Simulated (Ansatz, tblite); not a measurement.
Spin states of SiS3⁻, each relaxed with PBE-D4/def2-TZVPD in Ansatz. Electronic energies in the gas phase.

The xTB rows come from tblite. LC-ωPBE has ω = 0.4 bohr⁻¹. B3LYP takes the VWN-RPA correlation. Correlated methods freeze 20 core orbitals. In CCSD on the charge -1 doublet the largest single amplitude is 0.44, so its Hartree–Fock determinant may place the open shell otherwise than the density functionals do. The structure comes from a short search, and lower isomers may exist.

Doublet geometry (D3h within 0.1 Å):

```
atom   x (Å)   y (Å)   z (Å)
 Si1   0.000   0.000   0.000
  S2   1.816   0.714   0.573
  S3  -0.468  -0.120  -1.975
  S4  -1.348  -0.594   1.402
```

Quartet geometry (Cs within 0.1 Å):

```xyz
4

Si   -0.034   -0.412    0.551
S    -1.993    0.258    0.117
S     0.442   -0.768   -1.501
S     1.585    0.921    0.833
```

⟨S²⟩: doublet 0.76 at PBE0-D4/def2-TZVPD (pure 0.75), quartet 3.77 at PBE0-D4/def2-TZVPD (pure 3.75).

Run but left out: HF/6-31G, HF/def2-TZVPD, MP2/def2-TZVPD (doublet: a determinant that CCSD turns far, T1 0.070).

Only these spin states were relaxed.

Task: Estimate which spin state lies lowest at each of these levels, and by how much: GFN1-xTB; GFN2-xTB; LDA (SPW92)/def2-TZVPD; PBE-D4/def2-TZVPD; r2SCAN-D4/def2-TZVPD; B97M-V/def2-TZVPD; B3LYP-D4/6-31G; PBE0-D4/def2-TZVPD; r2SCAN0-D4/def2-TZVPD; BHLYP-D4/def2-TZVPD; LC-ωPBE/def2-TZVPD; RPA@PBE/def2-TZVPD; CCSD/def2-TZVPD; CCSD(T)/def2-TZVPD.

Result: 
```tsv
level	quartet − doublet (kcal/mol)	lowest of these	remarks
GFN1-xTB	88.3	doublet	–
GFN2-xTB	62.7	doublet	–
LDA (SPW92)/def2-TZVPD	56.7	doublet	–
PBE-D4/def2-TZVPD	53.2	doublet	–
r2SCAN-D4/def2-TZVPD	53.6	doublet	–
B97M-V/def2-TZVPD	59.2	doublet	–
B3LYP-D4/6-31G	43.0	doublet	–
PBE0-D4/def2-TZVPD	53.3	doublet	–
r2SCAN0-D4/def2-TZVPD	52.1	doublet	–
BHLYP-D4/def2-TZVPD	53.0	doublet	–
LC-ωPBE/def2-TZVPD	51.6	doublet	–
RPA@PBE/def2-TZVPD	54.2	doublet	–
CCSD/def2-TZVPD	53.2	doublet	large T1 (0.046) (quartet), large T1 (0.070) (doublet)
CCSD(T)/def2-TZVPD	54.5	doublet	large T1 (0.046) (quartet), large T1 (0.070) (doublet)
```

Change of the quartet − doublet gap on mixing in exact exchange, in kcal/mol: PBE to PBE0 (25 % exact exchange) 0.1; r2SCAN to r2SCAN0 (25 % exact exchange) -1.5. The xTB methods have no spin-polarisation term.
